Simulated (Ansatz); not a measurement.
WN₂O₂H₄⁻, that is WO2(NH2)2 with one electron more. The state is a doublet with charge -1. Geometry B3LYP-D4/def2-SVP, that of the neutral singlet; atoms count from 1.

```xyz
9

W    -0.316    0.547   -0.163
O     0.488    2.049   -0.418
O    -2.024    0.611   -0.376
N     0.033   -0.010    1.681
H    -0.611   -0.556    2.248
H     0.844    0.276    2.224
N     0.398   -0.737   -1.458
H     1.321   -0.674   -1.881
H    -0.133   -1.507   -1.856
```

In the def2 sets W takes a core potential; there is no spin–orbit coupling. The highest occupied level of the charge -1 doublet lies above zero (up to 1.88 eV). By energy differences it is unbound by 0.47 eV (vertical, against the charge 0 singlet, at PBE0-D4/def2-TZVPD) and held by the finite basis.

Question: Estimate the Mulliken populations from the PBE0/def2-TZVPD orbitals of Ansatz.

Answer: 
| atom | charge (e) | spin (α − β) | d electrons |
| --- | --- | --- | --- |
| W1 | -0.02 | 1.71 | 3.44 |
| O2 | -0.35 | -0.26 | – |
| O3 | -0.35 | -0.26 | – |
| N4 | -0.42 | -0.11 | – |
| H5 | 0.15 | 0.01 | – |
| H6 | 0.13 | 0.00 | – |
| N7 | -0.42 | -0.11 | – |
| H8 | 0.15 | 0.01 | – |
| H9 | 0.13 | 0.00 | – |
Mulliken values depend strongly on the basis. With diffuse functions, as here, like atoms can get unlike values, and bond orders can come out too low or too high.

Question: Where does the spin sit?

Answer: Summed by element: W 1.71, O -0.51, N -0.21, H 0.02, of 1 unpaired in all. Largest on single atoms: W1 1.71, O3 -0.26, O2 -0.26.

Question: And the Mayer bond orders between heavy atoms (over 0.3)?

Answer: W1–O2 0.70 (1.72 Å); W1–O3 0.70 (1.72 Å); W1–N4 0.67 (1.96 Å); W1–N7 0.67 (1.96 Å).
